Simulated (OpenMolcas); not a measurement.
**Ru2+: effect of the basis set**

```
Program             : OpenMolcas
Method              : MS-RASPT2, IPEA 0.25 Eh, imaginary shift 0.1 Eh (closed shells correlated: 4s)
Active space        : 12 electrons in 8 orbitals (RAS1 4p, at most 2 holes; RAS2 4d)
State averaging     : 2S+1 = 5 even, 5 roots; 2S+1 = 3 even, 45 roots; 2S+1 = 1 even, 49 roots
Spin-orbit coupling : state interaction with AMFI integrals over the reference wave functions, term energies averaged over their components
```

A. ANO-R2 [7s5p4d2f1g], X2C, finite nucleus; CASPT2 step about 2.6 core-minutes
B. ANO-RCC-VTZP [7s6p4d2f1g], DKH2, point nucleus; CASPT2 step roughly 60 core-seconds
C. ANO-RCC-VQZP [8s7p5d3f2g1h], DKH2, point nucleus; CASPT2 step of the order of 3 core-minutes

Energies in cm-1 above 4d6 5D4, the measured ground level; measured values from Moore, Atomic Energy Levels, vol. III, NSRDS-NBS 35 (1971 reprint of NBS Circular 467, 1958).

| Level | A | B | C | Measured |
| --- | --- | --- | --- | --- |
| 4d6 5D4 | 0.0 | 0.0 | 0.0 | 0.0 |
| 4d6 5D3 | 1167 | 1166 | 1181 | 1159 |
| 4d6 5D2 | 1860 | 1860 | 1877 | 1826 |
| 4d6 5D1 | 2310 | 2310 | 2330 | 2266 |
| 4d6 5D0 | 2530 | 2530 | 2550 | 2476 |
| 4d6 3H6 | 15850 | 15880 | 15390 |  |
| 4d6 3H4 [56 %] | 15970 | 16000 | 15500 |  |
| 4d6 3P2(1) | 16110 | 16140 | 15790 |  |
| 4d6 3H5 | 16140 | 16180 | 15690 |  |
| 4d6 3F4(1) [58 %] | 17790 | 17810 | 17380 |  |
| 4d6 3F3(1) | 17970 | 17980 | 17560 |  |
| 4d6 3F2(1) | 18500 | 18530 | 18130 |  |
| 4d6 3P1(1) | 19440 | 19460 | 19160 |  |
| 4d6 3G5 | 19650 | 19680 | 19200 |  |
| 4d6 3P0(1) | 20150 | 20180 | 19850 |  |
| 4d6 3G4 | 20690 | 20730 | 20270 |  |
| 4d6 3G3 | 20970 | 21010 | 20560 |  |
| 4d6 3D2 | 23790 | 23850 | 23410 |  |
| 4d6 3D1 | 23940 | 24010 | 23570 |  |
| 4d6 3D3 | 24130 | 24190 | 23750 |  |
| 4d6 1I6 | 24350 | 24400 | 23650 |  |
| 4d6 1G4(1) | 25920 | 25910 | 25310 |  |
| 4d6 1S0 | 29020 | 29090 | 28580 |  |
| 4d6 1D2(1) | 30290 | 30350 | 29820 |  |

Deviations, from unrounded energies. A percentage is the sum of absolute deviations over the sum of measured energies, with the sign that they share, or ± where signs differ.

```tsv
Against measurement	Levels	A	B	C
mean absolute deviation (cm-1)	4	34	34	52
fine structure of the ground term (%)	4	+1.8	+1.8	+2.7
```

A, B lie about equally close to measurement and C furthest from it. The largest miss of B in the table is 4d6 5D0, by +51 cm-1. The ranking rests on the paired levels alone, and a cruder setting can come out closer through cancelling errors.

The two smallest mean deviations differ by little beside CASPT2's spread within terms, so their order carries little weight.

Among A to C the level of the table that moves most is 4d6 1I6, by 750 cm-1 (lowest in C, highest in B). Moves below CASPT2's spread within the term are not significant.

CASPT2 breaks the degeneracy within a term, and the mean is taken; among the terms shown or strongly mixed into the levels shown the widest spread is 2200 cm-1 (4d6 1I, B). Active for correlation alone: 4p; no level in the range computed is led by a configuration that opens it, so any true level of that kind is missing. The CASPT2 spread within a term exceeds the gap to the next term for 4d6 3D and 4d6 1I, 4d6 1I and 4d6 1G(1), so the order of their levels is uncertain (figures for A; the like holds for B, C). Computed and measured levels are paired by configuration, term and J; levels that our copy of the source lacks, or whose pairing is in doubt (as where it misses far off the trend of its configuration), stay unpaired and out of the deviations. Levels of configurations outside the active space are missing. Levels that lie high or do not pair safely by name in every column are left out.

A share in square brackets marks a mixed level and gives the weight of the term that names it, the lowest over the columns. A number in round brackets counts repeated terms of one configuration in the order of the reference energies.
